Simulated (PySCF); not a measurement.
Geometries of 3 isomers of CH8N2Si, from PBE0-D3(BJ)/def2-SVP geometry optimisation, gas phase in PySCF 2.14.0. One conformer each, no zero-point energy, no frequencies.

Task: Which isomer lies lowest at this level?
A.
```xyz
12
angstrom
C      1.523   -0.450    0.008
Si    -0.216    0.158    0.375
N     -1.272   -1.129   -0.101
N     -0.747    1.572   -0.462
H      1.771   -1.342    0.609
H      1.633   -0.718   -1.055
H      2.266    0.326    0.247
H     -0.258    0.572    1.820
H     -0.996   -2.090    0.064
H     -2.273   -1.016    0.023
H     -0.602    2.490   -0.061
H     -0.783    1.603   -1.474
```
B.
```xyz
12
angstrom
C     -1.899   -0.248    0.416
N     -0.479   -0.480    0.484
Si     0.762    0.626    0.024
N      2.147   -0.296   -0.433
H     -2.450   -1.169    0.156
H     -2.339    0.145    1.354
H     -2.119    0.488   -0.373
H     -0.210   -1.237    1.104
H      1.297    1.554    1.078
H      0.105    1.482   -1.021
H      3.075    0.087   -0.301
H      2.114   -0.938   -1.216
```
C.
```xyz
12
angstrom
N     -1.678    0.863    0.122
C     -1.054   -0.402    0.503
Si     0.602   -0.703   -0.361
N      1.572    0.718   -0.085
H     -1.973    0.820   -0.852
H     -0.972    1.599    0.153
H     -0.896   -0.416    1.598
H     -1.752   -1.235    0.315
H      0.413   -0.772   -1.845
H      1.222   -1.998    0.091
H      2.268    0.968   -0.779
H      1.939    0.889    0.846
```

Result: A. That is `C[SiH](N)N`, 17.2 kcal/mol below the next.

```tsv
SMILES	atoms numbered as above	E (Eh)	relative (kcal/mol)	relative (kJ/mol)	dipole (D)
C[SiH](N)N	[CH3:1][SiH:2]([NH2:3])[NH2:4]	-441.48277	0.0	0.0	0.46
CN[SiH2]N	[CH3:1][NH:2][SiH2:3][NH2:4]	-441.45540	17.2	71.8	1.07
NC[SiH2]N	[NH2:1][CH2:2][SiH2:3][NH2:4]	-441.43043	32.8	137.4	1.81
```
